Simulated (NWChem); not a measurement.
# C2H4O2Si; SMILES O=C1OC[SiH2]1

```xyz
9

O      0.5242    -2.0020     0.0000
C      0.1544    -0.8744     0.0000
O     -1.1621    -0.4941     0.0000
C     -1.1368     0.9530     0.0000
Si     0.7707     0.9708     0.0000
H     -1.6453     1.3394    -0.8962
H     -1.6453     1.3394     0.8962
H      1.4616     1.4639     1.2249
H      1.4616     1.4639    -1.2249
```
Atoms are numbered in this order, from 1.

The geometry was optimised at PBE0/def2-SVP. B3LYP is NWChem's, with the RPA form of VWN correlation.

### Question
Give the principal values of the shielding tensors (ppm) of O1, C2, O3, C4, Si5 from B3LYP/6-31G* (spherical d), GIAO (NWChem), with their diamagnetic and paramagnetic parts as GIAO splits them.

### Answer
```
atom     σ11     σ22    σ33  isotropic  diamagnetic  paramagnetic
----  ------  ------  -----  ---------  -----------  ------------
O1    -417.6  -174.0  209.3     -127.4        402.0        -529.4
C2     -55.4    70.7   72.6       29.3        251.1        -221.8
O3    -236.4    54.0  237.4       18.3        397.0        -378.7
C4     113.6   125.8  188.5      142.6        247.0        -104.4
Si5    288.3   382.8  517.3      396.1        882.0        -485.9
```
